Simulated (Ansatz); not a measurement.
Ansatz (a program for electronic structure) input (r2SCANh/def2-TZVPD):

Ansatz 0.2 input:
```yaml
crystal:
  periodic: [false, false, false]
  atoms:
    - {symbol: Si, position_ang: [0.59894598, 0.24295332, -0.60484078]}
    - {symbol: C, position_ang: [1.89983662, -1.12402379, -0.49083706]}
    - {symbol: Cl, position_ang: [1.14141703, 1.46577443, 1.12012641]}
    - {symbol: N, position_ang: [-0.95529487, -0.19869188, -0.68464862]}
    - {symbol: Si, position_ang: [-2.26105267, -0.95453002, -0.02600993]}
    - {symbol: H, position_ang: [1.04490481, 1.15181606, -1.70443976]}
    - {symbol: H, position_ang: [1.82271679, -1.78073401, -1.36225887]}
    - {symbol: H, position_ang: [2.91185163, -0.71288371, -0.44810189]}
    - {symbol: H, position_ang: [1.73318226, -1.72814016, 0.40407589]}
    - {symbol: H, position_ang: [-2.93696286, -0.24062283, 1.11656100]}
    - {symbol: H, position_ang: [-2.03987411, -2.34324160, 0.53102216]}
    - {symbol: H, position_ang: [-3.38236997, -1.16729937, -1.00953466]}
basis:
  gaussian:
    orbitals: def2-TZVPD
hamiltonian:
  xc: {name: r2SCANh}
total_charge: -1
output: {forces: true}
```

End of the output:

```
integrals: 0.28 GiB planned
1540 factors; their error is unknown
0.39 GiB of the device are held for the grids
1.63 GiB of device memory are held for the factors and their scratch space
mean field: 1.73 GiB planned
mean field evaluation 1: about -30912.1159 eV, gradient 6.7e1 eV
mean field evaluation 2: about -30872.5164 eV, gradient 1.3e2 eV
mean field evaluation 4: about -30921.0950 eV, gradient 1.0e1 eV
mean field evaluation 8: about -30921.3200 eV, gradient 2.4e-1 eV
mean field evaluation 16: about -30921.3172 eV, gradient 2.8e-4 eV
mean field -30921.31723945 eV, -1136.3374493281 hartree, gradient 2.9e-5 eV, S^2 0.000000; 0 other end points of the search recorded, 0 dependent functions left out
the calculation of the forces begins
reference -30921.31726178 eV, -1136.3374501488 hartree; 33, 33 occupied and 236, 236 virtual orbitals, 1540 factors
Total energy: -30921.31726178 eV, -1136.3374501488 hartree
Atom 0 at     0.598946     0.242953    -0.604841 Å, force     0.061339    -0.080496     0.143535 eV/Å
Atom 1 at     1.899837    -1.124024    -0.490837 Å, force    -0.064580     0.082999    -0.006082 eV/Å
Atom 2 at     1.141417     1.465774     1.120126 Å, force    -0.040226    -0.086477    -0.128855 eV/Å
Atom 3 at    -0.955295    -0.198692    -0.684649 Å, force    -0.007425     0.003235     0.023276 eV/Å
Atom 4 at    -2.261053    -0.954530    -0.026010 Å, force     0.067706     0.032579    -0.032752 eV/Å
Atom 5 at     1.044905     1.151816    -1.704440 Å, force     0.006883     0.029953    -0.014668 eV/Å
Atom 6 at     1.822717    -1.780734    -1.362259 Å, force    -0.000431     0.018151     0.023213 eV/Å
Atom 7 at     2.911852    -0.712884    -0.448102 Å, force    -0.026180    -0.009464     0.000440 eV/Å
Atom 8 at     1.733182    -1.728140     0.404076 Å, force     0.005397     0.010297    -0.016971 eV/Å
Atom 9 at    -2.936963    -0.240623     1.116561 Å, force    -0.003364     0.013886     0.013071 eV/Å
Atom 10 at    -2.039874    -2.343242     0.531022 Å, force     0.006296    -0.016173     0.005093 eV/Å
Atom 11 at    -3.382370    -1.167299    -1.009535 Å, force    -0.005415     0.001510    -0.009299 eV/Å
Dipole moment:     0.600389    -0.109022    -0.009998 e Å
```

It need not be the lowest isomer of its formula. Whether it binds its extra electron was not tested at this geometry.
